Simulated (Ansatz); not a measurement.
Z-matrix (Å, degrees):
```
Nb
N 1 1.9614
H 2 1.0200 1 124.83
H 2 1.0200 3 109.67 1 167.85
N 1 1.9899 2 96.13 3 -96.57
H 5 1.0188 1 123.32 2 -0.70
H 5 1.0203 6 109.10 1 179.80
N 1 1.9970 2 114.86 3 171.09
H 8 1.0174 1 124.36 2 92.26
H 8 1.0184 9 111.01 1 -163.84
N 1 1.9972 2 115.30 3 -4.46
H 11 1.0174 1 124.37 2 -91.56
H 11 1.0184 12 111.01 1 164.23
Cl 1 2.4295 2 100.62 3 83.31
```
Charge 0, multiplicity 1.

Calculation: frozen-core CCSD(T)/def2-TZVPP // r2SCAN-D4/def2-SVP in Ansatz (a program for electronic structure).

```yaml
HF energy: -738.59737 Ha
MP2 correlation energy: -1.54750 Ha
```

Estimate the CCSD correlation energy, the (T) correction, the total energy and the T1 diagnostic.


| Quantity | Value |
|---|---|
| CCSD correlation energy | -1.56203 Ha |
| (T) correction | -0.07899 Ha |
| CCSD(T) total energy | -740.23839 Ha |
| T1 diagnostic | 0.022 |
